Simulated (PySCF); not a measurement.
## Ni (nickel, neutral) across methods

[Ar] 3d9 4s1, high-spin 3D determinant (an excited configuration). All numbers are calculated (PySCF 2.14, no relativity, point nucleus, in aug-cc-pwCVTZ).

| method | E (hartree) | mean ε 3d α (eV) | mean ε 3d β (eV) | mean ε 4s α (eV) | Σ⟨r²⟩ (bohr²) | ⟨S²⟩ |
| --- | --- | --- | --- | --- | --- | --- |
| PBE0 | -1508.076 | -7.271 | -6.126 | -5.300 | 32.40 | 2.000 |
| PBE | -1508.079 | -5.649 | -4.514 | -4.828 | 33.08 | 2.000 |
| UHF | -1506.82865 | -13.176 | -11.685 | -6.430 | 33.20 | 2.001 |
| r2SCAN0 | -1508.244 | -7.382 | -6.195 | -5.553 | 32.11 | 2.001 |
| MN15 | -1508.606 | -8.598 | -7.560 | -5.800 | 32.85 | 2.003 |
| r2SCAN | -1508.289 | -5.321 | -4.184 | -5.069 | 32.28 | 2.001 |
| LDA | -1505.664 | -5.636 | -4.519 | -4.974 | 32.51 | 2.000 |

(1) Estimate the same row for TPSSh.

Results:

(1) E (hartree) = -1508.323; mean ε 3d α (eV) = -6.233; mean ε 3d β (eV) = -5.077; mean ε 4s α (eV) = -4.956; Σ⟨r²⟩ (bohr²) = 32.66; ⟨S²⟩ = 2.001.
